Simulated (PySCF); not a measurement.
Computed shifts of a molecule C3H7ClOSi, PySCF with PBE/pcSseg-1, GIAO, gas phase, atoms alike by connectivity averaged where their shifts nearly agree, in ppm (number of nuclei): ¹³C: 210.8 (1), 48.6 (1), 14.1 (1). ²⁹Si: -15.0 (1). ¹H: 10.12 (1), 6.10 (1), 5.38 (1), 3.27 (1), 2.86 (1), 1.37 (1), 1.09 (1). References: ¹⁷O against H2O (σ = 334.3 ppm); ¹³C against TMS (σ = 182.0 ppm); ²⁹Si against TMS (σ = 335.4 ppm); ³⁵Cl against HCl (σ = 936.5 ppm); ¹H against TMS (σ = 31.49 ppm), references at their B3LYP-D3(BJ)/def2-TZVP geometries, non-relativistic (without spin–orbit terms, shifts of atoms bonded to Cl or Br come out too high). Geometry: PBE0-D3(BJ)/def2-SVP. The values are those of a single conformer.

Q: Which structure fits?
A. C=C[Si@H](Cl)CO
B. C[Si@H](O)/C=C\Cl
C. C=CC[Si@H](O)Cl
D. O=CCC[SiH2]Cl

A: D, O=CCC[SiH2]Cl
